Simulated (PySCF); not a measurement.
C2H7FGe.
SMILES: `[CH3][GeH]([CH3])[F]`

Method used: PBE0-D3(BJ)/def2-SVP geometry optimisation, gas phase (PySCF).

Masses are those of the commonest isotopes; rigid-rotor values at the optimised geometry. 

(1) What are A, B and C (GHz)?

(2) Classify the top.

(3) What does the inertial defect say?

(4) List the rotational levels J(Ka,Kc) to J = 4 (MHz).

(5) Which lines would a microwave search look for?

## Answers

(1) Ia = 95.55, Ib = 105.80, Ic = 162.59 u·Å²; 505379 MHz·u·Å²/I gives 5289, 4777 and 3108 MHz, that is A = 5.2891, B = 4.7766, C = 3.1084 GHz.

(2) An asymmetric top. Ray's parameter κ = (2B − A − C)/(A − C) = 0.530; −1 is the prolate and +1 the oblate limit.

(3) Not planar: Δ = Ic − Ia − Ib = -38.77 u·Å². For a rigid frame Δ = −2 Σ m c², so Σ m c² = 19.38 u·Å² lies off the ab plane: 7.89 from hydrogen and 11.49 from heavier atoms. The atom farthest from that plane is 1.79 Å away.

(4) Above 0(0,0):
J = 1: 1(0,1) 7885, 1(1,1) 8397, 1(1,0) 10066
J = 2: 2(0,2) 22398, 2(1,2) 22499, 2(1,1) 27504, 2(2,1) 29041, 2(2,0) 30298
J = 3: 3(0,3) 43003, 3(1,3) 43016, 3(1,2) 52214, 3(2,2) 52696, 3(2,1) 57003, 3(3,1) 60065, 3(3,0) 60875
J = 4: 4(0,4) 69785, 4(1,4) 69786, 4(1,3) 83022, 4(2,3) 83109, 4(2,2) 91720, 4(3,2) 93038, 4(3,1) 96484, 4(4,1) 101522, 4(4,0) 101976
The levels of one J sum to (2J + 1)J(J + 1)(A + B + C)/3.

(5) The dipole components are |μa| = 0.07 D, |μb| = 2.55 D, |μc| = 0.21 D. The squared components, which scale the intensities, stand as 0.00 : 1.00 : 0.01 (a : b : c). Some of the stronger lines:

```json
{"type": "b", "branch": "Q", "J(Ka,Kc)": "3(3,0) ← 3(2,1)", "MHz": "3873", "lower level (cm⁻¹)": "1.901"}
{"type": "b", "branch": "Q", "J(Ka,Kc)": "5(4,1) ← 5(3,2)", "MHz": "5212", "lower level (cm⁻¹)": "4.700"}
{"type": "b", "branch": "Q", "J(Ka,Kc)": "3(3,1) ← 3(2,2)", "MHz": "7369", "lower level (cm⁻¹)": "1.758"}
{"type": "b", "branch": "R", "J(Ka,Kc)": "1(1,1) ← 0(0,0)", "MHz": "8397", "lower level (cm⁻¹)": "0.000"}
{"type": "b", "branch": "Q", "J(Ka,Kc)": "4(4,1) ← 4(3,2)", "MHz": "8484", "lower level (cm⁻¹)": "3.103"}
{"type": "b", "branch": "Q", "J(Ka,Kc)": "3(1,2) ← 3(0,3)", "MHz": "9211", "lower level (cm⁻¹)": "1.434"}
{"type": "b", "branch": "Q", "J(Ka,Kc)": "3(2,2) ← 3(1,3)", "MHz": "9680", "lower level (cm⁻¹)": "1.435"}
{"type": "b", "branch": "Q", "J(Ka,Kc)": "5(5,1) ← 5(4,2)", "MHz": "9873", "lower level (cm⁻¹)": "4.790"}
{"type": "b", "branch": "Q", "J(Ka,Kc)": "5(3,3) ← 5(2,4)", "MHz": "13312", "lower level (cm⁻¹)": "3.999"}
{"type": "b", "branch": "R", "J(Ka,Kc)": "2(0,2) ← 1(1,1)", "MHz": "14001", "lower level (cm⁻¹)": "0.280"}
{"type": "b", "branch": "R", "J(Ka,Kc)": "3(0,3) ← 2(1,2)", "MHz": "20504", "lower level (cm⁻¹)": "0.750"}
{"type": "b", "branch": "R", "J(Ka,Kc)": "3(1,3) ← 2(0,2)", "MHz": "20618", "lower level (cm⁻¹)": "0.747"}
{"type": "b", "branch": "R", "J(Ka,Kc)": "2(2,0) ← 1(1,1)", "MHz": "21901", "lower level (cm⁻¹)": "0.280"}
{"type": "b", "branch": "R", "J(Ka,Kc)": "3(1,2) ← 2(2,1)", "MHz": "23173", "lower level (cm⁻¹)": "0.969"}
{"type": "b", "branch": "R", "J(Ka,Kc)": "3(2,2) ← 2(1,1)", "MHz": "25192", "lower level (cm⁻¹)": "0.917"}
{"type": "b", "branch": "R", "J(Ka,Kc)": "4(1,4) ← 3(0,3)", "MHz": "26783", "lower level (cm⁻¹)": "1.434"}
{"type": "b", "branch": "R", "J(Ka,Kc)": "4(1,3) ← 3(2,2)", "MHz": "30326", "lower level (cm⁻¹)": "1.758"}
{"type": "b", "branch": "R", "J(Ka,Kc)": "4(2,2) ← 3(3,1)", "MHz": "31655", "lower level (cm⁻¹)": "2.004"}
{"type": "b", "branch": "R", "J(Ka,Kc)": "3(3,0) ← 2(2,1)", "MHz": "31834", "lower level (cm⁻¹)": "0.969"}
{"type": "b", "branch": "R", "J(Ka,Kc)": "5(0,5) ← 4(1,4)", "MHz": "32991", "lower level (cm⁻¹)": "2.328"}
{"type": "b", "branch": "R", "J(Ka,Kc)": "5(1,4) ← 4(2,3)", "MHz": "36770", "lower level (cm⁻¹)": "2.772"}
{"type": "b", "branch": "R", "J(Ka,Kc)": "5(2,4) ← 4(1,3)", "MHz": "36869", "lower level (cm⁻¹)": "2.769"}
{"type": "b", "branch": "R", "J(Ka,Kc)": "5(3,2) ← 4(4,1)", "MHz": "39374", "lower level (cm⁻¹)": "3.386"}
{"type": "b", "branch": "R", "J(Ka,Kc)": "4(3,1) ← 3(2,2)", "MHz": "43788", "lower level (cm⁻¹)": "1.758"}
{"type": "b", "branch": "R", "J(Ka,Kc)": "5(5,0) ← 4(4,1)", "MHz": "52169", "lower level (cm⁻¹)": "3.386"}
{"type": "b", "branch": "R", "J(Ka,Kc)": "5(4,1) ← 4(3,2)", "MHz": "53070", "lower level (cm⁻¹)": "3.103"}
```

Stationary, but not proved a minimum. Constants of a rigid frame at the computed geometry: no zero-point averaging, no centrifugal distortion. A rigid rotor knows nothing of internal rotation, which can split or shift real lines.
